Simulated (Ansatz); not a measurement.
Mulliken charges of CH₆SSiZn (`[CH3][Zn][S][SiH3]`) from B3LYP/def2-TZVPP in Ansatz (PBE0-D4/def2-TZVP geometry).

```
atom   x (Å)   y (Å)   z (Å)  charge (e)
  C1  -1.498   1.983   0.291      -0.445
 Zn2   0.166   1.013   0.137       0.368
  S3   2.067  -0.034  -0.028      -0.333
 Si4   1.312  -2.003  -0.293       0.281
  H5  -2.222   1.407   0.872       0.107
  H6  -1.922   2.177  -0.696       0.107
  H7  -1.338   2.939   0.793       0.107
  H8   0.495  -2.129  -1.531      -0.066
  H9   0.462  -2.437   0.849      -0.067
 H10   2.478  -2.917  -0.395      -0.057
```

Task: By hand: the dipole of these point charges (1 e Å = 4.8032 D).

Result: Σ q r = (-0.383, 0.107, 0.018) e Å, of length 0.398 e Å = 1.91 D.

Task: How does the dipole of the full density compare? (Estimate.)

Result: Computed: (-0.325, 0.159, 0.026) e Å, 1.74 D; the point charges give 1.10 times that, at 11° from its direction.

Point charges leave out the atoms' own dipoles, such as those of lone pairs, and Mulliken's split depends on the basis, so the close match here is no proof of good charges.

B3LYP here is the variant with VWN-RPA as its local correlation; programs differ in this.
